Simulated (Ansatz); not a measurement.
`ClB[SiH]1C[SiH2]1`. Total charge 0; spin multiplicity 1.

Cartesian coordinates in Å:
```
Cl -0.869 -2.215 -1.492
B -1.553 -0.617 -1.286
Si -0.454 0.778 -0.454
C 1.355 0.329 -0.055
Si 0.383 -0.048 1.503
H -2.698 -0.480 -1.592
H -0.794 2.219 -0.526
H 2.046 1.167 0.003
H 1.762 -0.503 -0.624
H 0.634 0.840 2.661
H 0.186 -1.470 1.861
```

(1) Give the diagnostics of a CCSD(T)/def2-TZVPP run (frozen core, Ansatz). (Best estimate.)

Answers

(1) The calculation gave: T1 = 0.0151, largest single amplitude 0.032, largest double 0.052, (T) share of the correlation energy 4.4 %, 11 CCSD cycles. The RHF solution is stable towards an unrestricted one. T1 lies under the customary mark of 0.02 for closed shells.
